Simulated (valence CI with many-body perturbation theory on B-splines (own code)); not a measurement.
# E1 line list for Nb X

Level of theory: configuration interaction combined with many-body perturbation theory (CI+MBPT): four valence electrons over a frozen Dirac-Fock core [Ar] 3d10, radial functions for each j: 11 s, 11 p, 10 d, 8 f, 5 g, 2 h, with the one-electron correlation potential Σ1 (screened to all orders), the two-electron term Σ2, the three-electron term Σ3, Breit, model QED; selected single and double excitations, second order for the rest, scaled by the run's own slope (own B-spline code, finite nucleus).

No measured levels were compared; by estimate levels hold to about 250 cm⁻¹ or 0.2 % of their energy and the worst to 1 %, as in measured heavy ions of charge 2 to 7; those with d or f electrons hold less well. Among the levels kept, up to 740 cm⁻¹ of a level comes from second order outside the variational space, and about a tenth of that is noise between levels of different J, which matters for small intervals.

Lines 151 to 200 of 554 in falling wavelength, among levels below 108.67 eV, chosen from the strongest by gf and those to the six lowest levels. Wavelengths and rates use the calculated energies, so an error of 600 cm⁻¹ moves a line at 39.39 nm by 0.24 % and its rate by three times that or more. Electric multipoles are in the length gauge, E1 and E2 with the static RPA response of the core. Weak lines are less certain than strong ones. Lines between different terms over intervals too small for the method are left out, as are lines whose strength nearly cancels. Where a level lies close to another of its J and parity, the split of strength between their lines is uncertain. The highest levels of a list are the least certain.

Names give the largest LS component (configuration and term), which can be under half, so a name can repeat, a term be missing and a line seem to break the LS rules; names also repeat where a configuration has a term twice. Letters in brackets count levels of one name in rising energy.

```
λ vac (nm)               Upper               Lower   A (s⁻¹)  log gf  Branch %
     39.39        4p3 4d 5D°_4      4s 4p2 4d 5F_5  8.48e+09    0.25      46.3
     39.35    4p3 4d 3F°_3 [b]      4s 4p2 4d 3G_4  5.51e+09   -0.05      30.1
     39.30        4p3 4d 5D°_4      4s 4p2 4d 5D_3  1.04e+09   -0.66       5.7
     39.21  4s 4p2 4d 3P_1 [c]     4s2 4p 4d 1P°_1  3.14e+09   -0.66       3.1
     39.20  4s 4p2 4d 3D_1 [c]     4s2 4p 4d 3P°_1  3.15e+09   -0.66       4.4
     39.07        4p3 4d 5D°_1      4s 4p2 4d 5D_2  6.81e+09   -0.33      28.9
     39.02        4p3 4d 5D°_2      4s 4p2 4d 5D_3  3.02e+09   -0.46      15.5
     39.01    4p3 4d 3F°_4 [c]      4s 4p2 4d 3G_5  4.62e+09   -0.02      41.9
     38.86    4p3 4d 3F°_2 [b]      4s 4p2 4d 3G_3  4.68e+09   -0.28      32.0
     38.68        4p3 4d 5D°_3      4s 4p2 4d 5F_4  2.91e+09   -0.34      19.0
     38.63        4s 4p3 1P°_1        4s2 4p2 1S_0  4.77e+09   -0.50      12.2
     38.51            4p4 3P_1        4s 4p3 3D°_2  5.17e+09   -0.46      39.2
     38.36            4p4 1D_2        4s 4p3 3D°_3  1.84e+09   -0.69      22.6
     38.29        4s 4p3 3P°_1        4s2 4p2 3P_0  1.27e+09   -1.08      23.2
     38.12        4p3 4d 5D°_4      4s 4p2 4d 5F_4  3.08e+09   -0.22      16.8
     38.03  4s 4p2 4d 3F_3 [b]     4s2 4p 4d 3F°_3  3.75e+09   -0.24       6.0
     37.66        4p3 4d 5D°_3      4s 4p2 4d 5F_3  2.48e+09   -0.43      16.2
     37.64  4s 4p2 4d 3F_2 [b]     4s2 4p 4d 3F°_2  4.53e+09   -0.32       7.0
     37.60    4p3 4d 3F°_4 [a]      4s 4p2 4d 5F_5  1.69e+09   -0.49      21.3
     37.18        4s 4p3 1D°_2        4s2 4p2 3P_2  1.18e+09   -0.91      12.2
     37.18      4s2 4p 4f 3F_2     4s2 4p 4d 1F°_3  3.12e+09   -0.49       4.2
     37.16    4p3 4d 3D°_3 [a]      4s 4p2 4d 5F_4  1.62e+09   -0.63      14.9
     37.03     4s2 4p 5d 3F°_4      4s 4p2 4d 3G_5  1.48e+09   -0.56      12.3
     37.02    4p3 4d 3F°_3 [a]      4s 4p2 4d 5F_4  1.71e+09   -0.61      17.4
     36.94  4s 4p2 4d 3F_4 [c]     4s2 4p 4d 3F°_4  1.08e+10    0.30      56.2
     36.87        4p3 4d 5D°_2      4s 4p2 4d 5F_3  3.90e+09   -0.40      20.0
     36.76  4s 4p2 4d 1D_2 [b]     4s2 4p 4d 1D°_2  2.89e+09   -0.53      15.5
     36.57  4s 4p2 4d 1P_1 [a]     4s2 4p 4d 3F°_2  6.86e+09   -0.38      16.2
     36.56  4s 4p2 4d 1P_1 [b]     4s2 4p 4d 3D°_2  4.24e+09   -0.59       4.1
     36.55        4p3 4d 5D°_1      4s 4p2 4d 5F_2  5.36e+09   -0.49      22.8
     36.29  4s 4p2 4d 3D_3 [b]     4s2 4p 4d 3F°_3  5.26e+09   -0.14      13.5
     36.25        4p3 4d 5D°_2      4s 4p2 4d 5F_2  4.31e+09   -0.37      22.1
     36.24  4s 4p2 4d 3P_2 [b]     4s2 4p 4d 3F°_3  3.92e+09   -0.41       6.4
     36.23  4s 4p2 4d 1D_2 [c]     4s2 4p 4d 1F°_3  1.07e+10    0.02      11.2
     36.22    4p3 4d 3D°_3 [a]      4s 4p2 4d 5F_3  1.40e+09   -0.71      12.9
     36.19        4p3 4d 5D°_1      4s 4p2 4d 5F_1  5.62e+09   -0.48      23.8
     36.15  4s 4p2 4d 1D_2 [a]     4s2 4p 4d 3P°_2  2.92e+09   -0.54       4.0
     36.08    4p3 4d 3F°_3 [a]      4s 4p2 4d 5F_3  1.41e+09   -0.72      14.3
     36.03        4s 4p3 1D°_2        4s2 4p2 3P_1  1.54e+08   -1.82       1.6
     35.90  4s 4p2 4d 3D_3 [c]     4s2 4p 4d 3F°_4  1.11e+10    0.18      18.5
     35.70  4s 4p2 4d 3P_2 [c]     4s2 4p 4d 3D°_3  2.00e+10    0.28      15.5
     35.61  4s 4p2 4d 3D_2 [c]     4s2 4p 4d 3F°_3  1.53e+10    0.16      35.6
     35.54  4s 4p2 4d 3F_2 [c]     4s2 4p 4d 3F°_2  4.36e+09   -0.38       5.8
     35.23    4p3 4d 3F°_4 [c]  4s 4p2 4d 3F_4 [a]  1.16e+09   -0.71      10.6
     35.14    4p3 4d 3D°_1 [b]  4s 4p2 4d 3F_2 [a]  3.73e+09   -0.68      10.6
     35.13  4s 4p2 4d 1P_1 [b]     4s2 4p 4d 1D°_2  7.53e+09   -0.38       7.2
     35.03  4s 4p2 4d 3D_3 [d]     4s2 4p 4d 3F°_4  1.20e+10    0.19      25.3
     35.01        4s 4p3 3S°_1        4s2 4p2 3P_2  2.92e+10    0.21      60.5
     34.79      4s2 4p 5p 3D_1     4s2 4p 4d 3D°_2  4.20e+09   -0.64       7.8
     34.79        4s 4p3 1P°_1        4s2 4p2 1D_2  2.70e+10    0.17      69.0
```
